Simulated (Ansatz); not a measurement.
Reaction (formal exchange of groups at a B–C bond): `C#CB(O)F` + `CC(C)OC(C)(C)C` → `CC(C)OB(O)F` + `C#CC(C)(C)C`

Computed with Ansatz on PBE0-D4/def2-TZVP structures; ΔE is electronic, products minus reactants. CCSD(T)/CBS is the MP2 limit (def2-TZVPP, def2-QZVPP) plus CCSD(T) − MP2 in def2-TZVPP, frozen cores. Functionals use def2-TZVPP. B3LYP here is the variant with VWN-RPA as its local correlation; programs differ in this. One conformer a species, not always the lowest.

```json
{"level": "PBE-D4", "ΔE (kJ/mol)": "-125.0", "difference from CCSD(T)/CBS": "7.2"}
{"level": "r2SCAN-D4", "ΔE (kJ/mol)": "-129.4", "difference from CCSD(T)/CBS": "2.8"}
{"level": "PBE0-D4", "ΔE (kJ/mol)": "-132.8", "difference from CCSD(T)/CBS": "-0.6"}
{"level": "B3LYP-D4", "ΔE (kJ/mol)": "-131.1", "difference from CCSD(T)/CBS": "1.1"}
{"level": "ωB97X-V", "ΔE (kJ/mol)": "-130.4", "difference from CCSD(T)/CBS": "1.8"}
{"level": "ωB97M-V", "ΔE (kJ/mol)": "-131.1", "difference from CCSD(T)/CBS": "1.1"}
{"level": "B2PLYP", "ΔE (kJ/mol)": "-136.1", "difference from CCSD(T)/CBS": "-3.9"}
{"level": "PBE", "ΔE (kJ/mol)": "-128.4", "difference from CCSD(T)/CBS": "3.8"}
{"level": "r2SCAN", "ΔE (kJ/mol)": "-131.1", "difference from CCSD(T)/CBS": "1.1"}
{"level": "PBE0", "ΔE (kJ/mol)": "-136.0", "difference from CCSD(T)/CBS": "-3.8"}
{"level": "B3LYP", "ΔE (kJ/mol)": "-135.7", "difference from CCSD(T)/CBS": "-3.5"}
{"level": "HF/def2-TZVPP", "ΔE (kJ/mol)": "-149.4", "difference from CCSD(T)/CBS": "-17.2"}
{"level": "MP2/def2-TZVPP", "ΔE (kJ/mol)": "-139.4", "difference from CCSD(T)/CBS": "-7.2"}
{"level": "SCS-MP2/def2-TZVPP", "ΔE (kJ/mol)": "-138.2", "difference from CCSD(T)/CBS": "-6.0"}
{"level": "CCSD/def2-TZVPP", "ΔE (kJ/mol)": "-135.9", "difference from CCSD(T)/CBS": "-3.7"}
{"level": "CCSD(T)/def2-TZVPP", "ΔE (kJ/mol)": "-132.1", "difference from CCSD(T)/CBS": "0.1"}
{"level": "HF/def2-QZVPP", "ΔE (kJ/mol)": "-149.7", "difference from CCSD(T)/CBS": "-17.5"}
{"level": "MP2/def2-QZVPP", "ΔE (kJ/mol)": "-139.5", "difference from CCSD(T)/CBS": "-7.3"}
{"level": "SCS-MP2/def2-QZVPP", "ΔE (kJ/mol)": "-138.6", "difference from CCSD(T)/CBS": "-6.4"}
{"level": "HF/CBS(def2)", "ΔE (kJ/mol)": "-149.7", "difference from CCSD(T)/CBS": "-17.5"}
{"level": "MP2/CBS(def2)", "ΔE (kJ/mol)": "-139.5", "difference from CCSD(T)/CBS": "-7.3"}
{"level": "CCSD/CBS(def2)", "ΔE (kJ/mol)": "-136.0", "difference from CCSD(T)/CBS": "-3.8"}
{"level": "CCSD(T)/CBS", "ΔE (kJ/mol)": "-132.2", "difference from CCSD(T)/CBS": "0"}
```

Largest T1 diagnostic among the species: 0.014.

The D4 term adds +4.6 kJ/mol with B3LYP and +3.2 kJ/mol with PBE0; it sums over pairs of atoms, weighted by their polarisabilities, and B3LYP, whose exchange is more repulsive, gets the larger term. From PBE to PBE0 (25 % exact exchange), in def2-TZVPP and without D4, ΔE moves by −7.6 kJ/mol.
